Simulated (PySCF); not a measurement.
One of the candidates below gave these computed data.

All candidates are C5H4O2.

* Triplet: lowest triplet excitation (Tamm–Dancoff): 3.30 eV [TDA PBE0/def2-SVPD]
* Rotational structure: rotational constants A, B, C: 8.313, 2.000, 1.612 GHz [GFN2-xTB]
* UV, strongest line: among the 8 lowest singlet transitions: S5 at 6.73 eV (184 nm, f = 0.422) [TDDFT PBE0/def2-SVPD]
* Dipole: 3.27 D [PBE0/def2-SVPD]
* UV, first state: lowest singlet excitation: 3.85 eV (322 nm, f = 0.000) [TDDFT PBE0/def2-SVPD]
* Polarisability: 62.1 au [PBE0/def2-SVPD]

Gas-phase values; electronic properties from PySCF, density fitting. Levels stand in brackets. Geometry: GFN2-xTB, one conformer, isolated molecule.

Question: Which candidate is it?
A. `O=c1ccocc1`
B. `C#C/C=C/C(=O)O`
C. `C=CC#CC(=O)O`
D. `O=Cc1ccoc1`

Answer: D. It is `O=Cc1ccoc1`. Numbering: `[O:1]=[CH:2][c:3]1[cH:4][cH:5][o:6][cH:7]1`. Its formula, C5H4O2, gives 4 degrees of unsaturation: 1 ring and 3 π bonds in the structure found (Kekulé form). S1 is mainly HOMO−1→LUMO (weight 0.96); the largest Löwdin shares of the orbital it empties are 0.65 on the aldehyde oxygen, 0.16 on the aldehyde carbon, 0.09 on the formyl hydrogen and 0.08 on the substituted aromatic carbon, of the orbital it fills 0.27 on the aldehyde carbon, 0.23 on the aldehyde oxygen, 0.19 on an aromatic CH next to a ring oxygen and 0.12 on the substituted aromatic carbon. The optimised geometry has point group Cs and is an asymmetric top.

The others, at the same levels:
- `C#C/C=C/C(=O)O` fails: its computed lowest singlet excitation is 4.36 eV (284 nm, f = 0.000) (against 3.85 eV), lowest triplet excitation (Tamm–Dancoff) is 2.91 eV (against 3.30 eV) and strongest line among the 8 lowest singlet transitions is S3 at 4.97 eV (249 nm, f = 0.464) (against S5 at 6.73 eV).
- `O=c1ccocc1` fails: its computed lowest singlet excitation is 4.03 eV (308 nm, f = 0.000) (against 3.85 eV), lowest triplet excitation (Tamm–Dancoff) is 3.57 eV (against 3.30 eV) and strongest line among the 8 lowest singlet transitions is S4 at 5.74 eV (216 nm, f = 0.176) (against S5 at 6.73 eV).
- `C=CC#CC(=O)O` fails: its computed lowest singlet excitation is 4.31 eV (287 nm, f = 0.000) (against 3.85 eV), static isotropic polarisability is 74.1 au (against 62.1 au) and rotational constant A is 9.332 GHz (against 8.313 GHz).

Each candidate is one conformer, not necessarily the lowest. Dipoles, sizes and rotational constants follow the conformer. The torsions of the flexible species, by atom-mapped SMILES:
- `[O:1]=[CH:2][c:3]1[cH:4][cH:5][o:6][cH:7]1`: O1–C2–C3–C4 180°
- `[CH:1]#[C:2]/[CH:3]=[CH:4]/[C:5](=[O:6])[OH:7]`: C3–C4–C5–O6 0°, H–O7–C5–C4 180°
- `[CH2:1]=[CH:2][C:3]#[C:4][C:5](=[O:6])[OH:7]`: H–O7–C5–C4 180°
